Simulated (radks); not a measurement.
Hf IV, 69 electrons, occupied as [Xe] 4f14 5d1 (the NIST ground configuration).

Method: scalar-relativistic Kohn-Sham, PBE, spin-polarised, spherical densities, finite nucleus; open shells are filled with parallel spins first (spin-orbit coupling, left out, can overturn this in heavy ions); Fermi nuclear charge, rms radius 5.347 fm; computed with a radial shooting solver on a logarithmic mesh with Libxc functionals.

Energy parts (hartree):
| part | energy |
|---|---|
| total | -15074.5540 |
| kinetic | 16511.5512 |
| electron-nucleus | -37114.9324 |
| Hartree | 5835.6866 |
| exchange-correlation | -306.8595 |

Orbitals (lengths in bohr, moments of r in powers of bohr; r(90%) holds 90 % of the orbital's charge):
| orbital | occ. | eigenvalue (hartree) | r(90%) | <r^2> | <r> | <r^4> |
|---|---|---|---|---|---|---|
| 1s down | 1 | -2399.468 | 0.0345 | 0.0004952 | 0.01899 | 6.624e-07 |
| 1s up | 1 | -2399.468 | 0.0345 | 0.0004952 | 0.01899 | 6.624e-07 |
| 2s up | 1 | -411.2134 | 0.125 | 0.007642 | 0.08038 | 0.0001007 |
| 2s down | 1 | -411.2119 | 0.125 | 0.007642 | 0.08038 | 0.0001007 |
| 2p up | 3 | -361.2709 | 0.117 | 0.006284 | 0.07172 | 0.00007815 |
| 2p down | 3 | -361.2698 | 0.117 | 0.006284 | 0.07172 | 0.00007815 |
| 3s up | 1 | -94.47055 | 0.306 | 0.04977 | 0.2087 | 0.003732 |
| 3s down | 1 | -94.47046 | 0.306 | 0.04977 | 0.2087 | 0.003732 |
| 3p up | 3 | -79.54370 | 0.312 | 0.05041 | 0.2085 | 0.003986 |
| 3p down | 3 | -79.54354 | 0.312 | 0.05040 | 0.2085 | 0.003986 |
| 3d up | 5 | -61.85657 | 0.293 | 0.04187 | 0.1890 | 0.003093 |
| 3d down | 5 | -61.85582 | 0.293 | 0.04187 | 0.1890 | 0.003093 |
| 4s up | 1 | -19.83357 | 0.673 | 0.2476 | 0.4683 | 0.08912 |
| 4s down | 1 | -19.83274 | 0.673 | 0.2476 | 0.4683 | 0.08912 |
| 4p up | 3 | -14.93558 | 0.724 | 0.2818 | 0.4977 | 0.1188 |
| 4p down | 3 | -14.93485 | 0.724 | 0.2818 | 0.4977 | 0.1188 |
| 4d up | 5 | -8.60016 | 0.804 | 0.3324 | 0.5352 | 0.1799 |
| 4d down | 5 | -8.59918 | 0.804 | 0.3323 | 0.5352 | 0.1797 |
| 5s up | 1 | -3.47101 | 1.63 | 1.440 | 1.132 | 3.061 |
| 5s down | 1 | -3.45386 | 1.62 | 1.432 | 1.129 | 3.025 |
| 5p up | 3 | -2.30845 | 1.94 | 1.987 | 1.325 | 6.043 |
| 5p down | 3 | -2.28440 | 1.93 | 1.973 | 1.320 | 5.966 |
| 4f up | 7 | -1.62396 | 1.14 | 0.5866 | 0.6747 | 0.8990 |
| 4f down | 7 | -1.61985 | 1.14 | 0.5802 | 0.6718 | 0.8711 |
| 5d up | 1 | -1.01147 | 2.95 | 4.341 | 1.936 | 31.72 |
| 5d down | 0 | -0.97885 | 2.94 | 4.312 | 1.930 | 31.23 |
| 6s up | 0 | -0.96532 | 3.95 | 8.591 | 2.776 | 105.1 |
| 6s down | 0 | -0.93265 | 3.92 | 8.488 | 2.761 | 102.6 |
| 6p up | 0 | -0.71929 | 4.75 | 12.45 | 3.342 | 220.0 |

The highest occupied level is 5d up at -27.524 eV. The electron density at the nucleus is 1.282e+06 e/bohr^3 (large components only). The density falls to 0.001 e/bohr^3 at r = 3.28 bohr. Summed over all electrons, <r^2> = 33.64 bohr^2, which gives a Langevin (diamagnetic) susceptibility term of -26.6 x 10^-6 cm^3/mol.
